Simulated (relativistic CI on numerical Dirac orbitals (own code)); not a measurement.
# O⁺: q coefficients

Method of calculation: Dirac-Coulomb-Breit CI, separate exchange-only KLI orbitals for each configuration, valence Slater integrals scaled by 0.85, P86 correlation energy added to each configuration, derivatives by finite differences, QED left out (own radial code, finite nucleus).

Configurations in the expansion (outside the closed core 1s2): 2s2.2p3, 2s.2p4, 2s2.2p2.3s, 2s2.2p2.3p, 2s2.2p2.3d, 2s2.2p2.4s, 2p5, 2s2.2p.3s2. Levels of other configurations are missing.

With x = (α/α₀)² − 1 an excitation energy changes as ω = ω₀ + qx; K = 2q/ω₀ is the relative enhancement. Terms are leading LS components, so labels can repeat.

Lowest level 2s2.2p3 4S°_3/2.

| Level | ω₀ (cm⁻¹) | q (cm⁻¹) | K |
| --- | --- | --- | --- |
| 2s2.2p3 2D°_5/2 | 25710.6 | -22.22 | -0.00173 |
| 2s2.2p3 2D°_3/2 | 25730.6 | -5.843 | -0.000454 |
| 2s2.2p3 2P°_3/2 | 35974.5 | 18.4 | 0.00102 |
| 2s2.2p3 2P°_1/2 | 35976.5 | 15.69 | 0.000872 |
| 2s.2p4 4P_5/2 | 124828.9 | 350.7 | 0.00562 |
| 2s.2p4 4P_3/2 | 124990.4 | 512.4 | 0.0082 |
| 2s.2p4 4P_1/2 | 125073.3 | 595 | 0.00951 |
| 2s.2p4 2D_5/2 | 172787.4 | 452.1 | 0.00523 |
| 2s.2p4 2D_3/2 | 172792.7 | 457 | 0.00529 |
| 2s2.2p2.3s 4P_1/2 | 185845.1 | -331.5 | -0.00357 |
| 2s2.2p2.3s 4P_3/2 | 185951.5 | -224.6 | -0.00242 |
| 2s2.2p2.3s 4P_5/2 | 186112.7 | -63.11 | -0.000678 |
| 2s2.2p2.3s 2P_1/2 | 189898.8 | -280.6 | -0.00295 |
| 2s2.2p2.3s 2P_3/2 | 190094.2 | -84.89 | -0.000893 |
| 2s.2p4 2S_1/2 | 197672.5 | 470.6 | 0.00476 |
| 2s2.2p2.3p 2S°_1/2 | 205776.8 | -117.3 | -0.00114 |
| 2s2.2p2.3s 2D_5/2 | 206276.1 | -162.5 | -0.00158 |
| 2s2.2p2.3s 2D_3/2 | 206278.1 | -160.3 | -0.00155 |
| 2s2.2p2.3p 4D°_1/2 | 207466.4 | -281.1 | -0.00271 |
| 2s2.2p2.3p 4D°_3/2 | 207522.2 | -226.6 | -0.00218 |
| 2s2.2p2.3p 4D°_5/2 | 207615.1 | -133.6 | -0.00129 |
| 2s2.2p2.3p 4D°_7/2 | 207742.8 | -2.985 | -2.87e-05 |
| 2s2.2p2.3p 4P°_1/2 | 208787.1 | -191.7 | -0.00184 |

Correlation outside the listed configurations is missing or only estimated: errors of thousands of cm⁻¹ between configurations and terms are usual at this charge. Rates and lifetimes follow the computed energies and can be off by large factors. The fine structure of a lone outer electron comes out too small, for d and f at times inverted, and misplaced configurations move strength between like terms.
